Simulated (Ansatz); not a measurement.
Molecule: PtH (charge 0, doublet). The spin state was set by rule; other spins were not relaxed. SMILES: [PtH]
Geometry from a B3LYP-D3(BJ)/def2-TZVP (Ansatz, a quantum-chemistry and plane-wave program) optimisation:
```
Pt
H 1 1.5316
```
Charge 0, spin multiplicity 2.

Property: vertical electron affinity (to the singlet state of charge -1; a negative value means that the extra electron is unbound and the number depends on the basis; each state is the SCF solution reached for its spin; for the singlet the Hartree-Fock reference is unstable and T1 is 0.030; for the doublet the Hartree-Fock reference is unstable and T1 is 0.035), in eV. Correlated levels leave the core frozen unless marked. Open shells are spin-unrestricted. Spin-orbit coupling is left out. The frozen core is the preceding noble-gas configuration, with the filled d and f shells of earlier blocks. In def2 rows, elements after Kr have scalar-relativistic effective core potentials. Anions need diffuse functions: def2-D sets add few. 

```tsv
level	program	vertical electron affinity (eV)
PBE/def2-TZVPD	Ansatz	1.83
r2SCAN/def2-TZVPD	Ansatz	1.72
PBE0/def2-TZVPD	Ansatz	1.56
BHLYP/def2-TZVPD	Ansatz	1.27
wB97M-V/def2-TZVPD	Ansatz	1.37
wB97X-V/def2-TZVPD	Ansatz	1.35
wB97X/def2-TZVPD	Ansatz	1.47
CCSD/def2-TZVPPD	Ansatz	1.46
CCSD(T)/def2-TZVPPD	Ansatz	1.65
```
